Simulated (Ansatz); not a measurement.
One change: `[F][GaH][Br]` becomes `[Cl][GaH][Br]`.

Ansatz, PBE0-D4/def2-TZVP geometries, multiplicity 1. 

Scalar relativity is left out up to krypton.

```json
{"property": "LUMO energy (B3LYP/def2-TZVPP) / eV", "`[F][GaH][Br]`": "-1.91"}
{"property": "HOMO–LUMO gap (B3LYP/def2-TZVPP) / eV", "`[F][GaH][Br]`": "6.60"}
{"property": "ideal-gas entropy at 298 K and 1 bar (rigid rotor, harmonic PBE0-D4/def2-TZVP) / J/(mol·K)", "`[F][GaH][Br]`": "306"}
{"property": "LUMO energy (ωB97M-V/def2-TZVPP) / eV", "`[F][GaH][Br]`": "0.10"}
{"property": "zero-point energy (PBE0-D4/def2-TZVP) / kJ/mol", "`[F][GaH][Br]`": "25.5"}
{"property": "HOMO–LUMO gap (ωB97M-V/def2-TZVPP) / eV", "`[F][GaH][Br]`": "11.10"}
```

Question: What does the change do to each property? (Estimate.)

Answer: Computed: 
```json
{"property": "LUMO energy (B3LYP/def2-TZVPP) / eV", "`[Cl][GaH][Br]`": "-2.06", "shift": "-0.15"}
{"property": "HOMO–LUMO gap (B3LYP/def2-TZVPP) / eV", "`[Cl][GaH][Br]`": "6.30", "shift": "-0.30"}
{"property": "ideal-gas entropy at 298 K and 1 bar (rigid rotor, harmonic PBE0-D4/def2-TZVP) / J/(mol·K)", "`[Cl][GaH][Br]`": "317", "shift": "11"}
{"property": "LUMO energy (ωB97M-V/def2-TZVPP) / eV", "`[Cl][GaH][Br]`": "-0.06", "shift": "-0.16"}
{"property": "zero-point energy (PBE0-D4/def2-TZVP) / kJ/mol", "`[Cl][GaH][Br]`": "23.6", "shift": "-1.9"}
{"property": "HOMO–LUMO gap (ωB97M-V/def2-TZVPP) / eV", "`[Cl][GaH][Br]`": "10.78", "shift": "-0.32"}
```

With PBE0 the HOMO rises by 0.14 eV and the LUMO falls by 0.18 eV, so the gap narrows by about 0.32 eV. PBE moves the HOMO by 0.12 eV and ωB97M-V by 0.16 eV.

B3LYP here is the variant with VWN-RPA as its local correlation; programs differ in this.

Spin–orbit coupling is left out; it splits and shifts lone-pair levels of the heavy atoms by tenths of an eV.
